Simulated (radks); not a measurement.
Mg, configuration [Ne] 3s1 3p1 (not the ground configuration). All-electron calculation, non-relativistic Kohn-Sham, TPSS, spin-unpolarised, spherical densities, point nucleus; meta-GGA in the generalised Kohn-Sham scheme. Program: a radial shooting solver on a logarithmic mesh with Libxc functionals.

Radial electron density D(r) = 4 pi r^2 rho(r):

```
   r/bohr * D(r) (the largest magnitude, 13.3, reaches the edge; | marks zero)
 0.009113 |   *
  0.01187 |     *
  0.01533 |        *
  0.01996 |             *
  0.02578 |                   *
  0.03357 |                            *
  0.04337 |                                     *
  0.05602 |                                              *
  0.07295 |                                                     *
  0.09423 |                                                      *
   0.1227 |                                                 *
   0.1585 |                                       *
   0.2064 |                               *
   0.2666 |                              *
   0.3471 |                                     *
   0.4484 |                                            *
   0.5792 |                                           *
   0.7542 |                                *
   0.9743 |                  *
    1.269 |       *
    1.639 |  *
    2.134 | *
    2.756 | *
    3.589 | *
    4.636 |*
    5.989 |*
    7.799 *
    10.07 *
    13.12 *
```

D(r) has 3 maxima, at r = 0.0877, 0.498, 2.71 bohr, and minima at 0.240, 2.10 bohr, inside which lie 2.21, 10.25 electrons.
